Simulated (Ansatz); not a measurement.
Reaction (formal exchange of groups at the Sn–C bond): `[CH3][Sn]([F])([F])[F]` + ethylene → `C=[CH][Sn]([F])([F])[F]` + CH₄

Computed with Ansatz on PBE0-D4/def2-TZVP structures; ΔE is electronic, products minus reactants. CCSD(T)/CBS adds triple-zeta CCSD(T) − MP2 to the extrapolated MP2 energy (def2 sets, frozen cores). This one scheme is used for every species. Functionals use def2-TZVPP. B3LYP here is the variant with VWN-RPA as its local correlation; programs differ in this. HSE06 is defined as in plane-wave codes. def2 core potentials past Kr. For Sn outer-core shells are correlated without core-valence functions, which leaves a few kJ/mol of doubt a bond. One conformer a species, not always the lowest.

```csv
level,ΔE (kJ/mol),difference from CCSD(T)/CBS
LDA (SPW92),3.1,-0.7
PBE-D4,1.6,-2.2
revPBE-D4,0.6,-3.2
r2SCAN-D4,1.7,-2.1
PBE0-D4,3.0,-0.8
B3LYP-D4,1.9,-1.9
r2SCANh-D4,2.3,-1.5
r2SCAN0-D4,3.2,-0.6
HSE06-D4,3.0,-0.8
BHLYP-D4,2.6,-1.2
CAM-B3LYP-D4,3.3,-0.5
ωB97X-V,3.1,-0.7
B2PLYP,3.7,-0.1
PBE,3.7,-0.1
revPBE,4.2,0.4
r2SCAN,2.3,-1.5
PBE0,4.9,1.1
B3LYP,5.3,1.5
r2SCANh,3.0,-0.8
r2SCAN0,3.9,0.1
HSE06,4.9,1.1
BHLYP,6.0,2.2
CAM-B3LYP,5.3,1.5
LC-ωPBE,4.8,1.0
RPA@PBE/def2-TZVPP,1.8,-2.0
HF/def2-SVP,1.6,-2.2
MP2/def2-SVP,-4.3,-8.1
CCSD/def2-SVP,-1.5,-5.3
CCSD(T)/def2-SVP,-2.8,-6.6
HF/def2-TZVPP,6.0,2.2
MP2/def2-TZVPP,1.8,-2.0
SCS-MP2/def2-TZVPP,2.1,-1.7
CCSD/def2-TZVPP,3.8,0.0
CCSD(T)/def2-TZVPP,2.4,-1.4
HF/def2-QZVPP,6.2,2.4
MP2/def2-QZVPP,2.7,-1.1
SCS-MP2/def2-QZVPP,2.9,-0.9
HF/CBS(def2),6.2,2.4
MP2/CBS(def2),3.2,-0.6
CCSD/CBS(def2),5.3,1.5
CCSD(T)/CBS,3.8,0
```

Question: What do rigid-rotor, harmonic-oscillator terms from PBE0-D4/def2-TZVP frequencies (298.15 K, 1 bar) make of the CCSD(T)/CBS value? (Estimate.)

Answer: Computed: ΔZPE = -1.4 kJ/mol, ΔH = +3.6 kJ/mol, ΔS = -14 J/(mol·K), ΔG = +7.8 kJ/mol. Modes under 50 cm⁻¹ make the entropy rough.

Largest T1 diagnostic among the species: 0.014.

In def2-TZVPP, CCSD(T) changes the Hartree–Fock value by −3.6 kJ/mol (the triples alone add −1.4 kJ/mol) and MP2 by −4.3 kJ/mol. At CCSD(T), def2-SVP lies −6.6 kJ/mol from the extrapolated value and def2-TZVPP −1.4 kJ/mol. Leaving LDA and LC-ωPBE aside and taking each functional with its dispersion term where it has one, the values, not all of them listed here, spread over 3.2 kJ/mol, from BLYP-D4 to B2PLYP.
